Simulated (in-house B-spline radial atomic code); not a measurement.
# LC-wPBE excitations of Mg⁸⁺

Method: LC-wPBE. Computed with an all-electron radial atomic-structure program (B-spline basis): linear response of the closed shell [He] 2s2 with the functional's adiabatic kernel; non-relativistic, point nucleus, no spin-orbit coupling, no double excitations, S, P, D and F terms only.

Command:
```bash
python run_td.py task.json out
```
Settings (radii: box in bohr, nucleus in fm):
```
Z                        12
electrons                4
configuration            [He] 2s2
hamiltonian              nr
method                   lc_wpbe
box_radius               11.59
intervals                48
```

Run time, properties included: 0.1 s on 1 thread of Intel(R) Xeon(R) Platinum 8488C (Sapphire Rapids), with other jobs on the host.

The lowest states, in the order of their Tamm-Dancoff energies; the method's threshold (minus the highest occupied level) is 314.93 eV. Labels give the largest channel, * marks a mixed state, and oscillator strengths are full-response dipole values. Semilocal kernels can invert the small singlet-triplet splittings of Rydberg terms. Energies in eV:

```
     state  full response  Tamm-Dancoff  oscillator strength
2s → 2p 3P         13.465        15.409                    -
2s → 2p 1P          30.80         32.26                0.299
2s → 3s 3S         185.34        185.35                    -
2s → 3s 1S         188.71        188.74                    -
2s → 3p 3P              ?             ?                    -
2s → 3p 1P         193.00        193.00                 0.55
2s → 3d 3D         195.89        195.95                    -
2s → 3d 1D         198.78        198.78                    -
2s → 4s 3S         243.10        243.10                    -
2s → 4s 1S         244.14        244.15                    -
2s → 4p 3P         245.76        245.77                    -
2s → 4p 1P         246.10        246.10                0.152
2s → 4d 3D         247.43        247.45                    -
2s → 4d 1D         248.37        248.37                    -
2s → 4f 3F         249.86        249.86                    -
2s → 4f 1F         249.96        249.97                    -
2s → 5s 3S         269.17        269.17                    -
2s → 5s 1S              ?             ?                    -
2s → 5p 3P         270.51        270.51                    -
2s → 5p 1P         270.66        270.67               0.0672
2s → 5d 3D         271.29        271.30                    -
2s → 5d 1D         271.74        271.74                    -
```

(1) Where does 2s → 3p 3P lie?

(2) Where does 2s → 5s 1S lie?

(3) How large is the singlet-triplet splitting of 2s → 2p (P terms) in Tamm-Dancoff?

(4) What polarisabilities and dispersion coefficient does the method give?

Results:

(1) At 191.93 eV in full response, 191.96 eV in Tamm-Dancoff.

(2) At 269.65 eV in full response, 269.65 eV in Tamm-Dancoff.

(3) 16.9 eV, from the unrounded values.

(4) Dipole 0.251 bohr³, quadrupole 0.02646 bohr⁵, C6 0.06044 hartree·bohr⁶ for two such species.
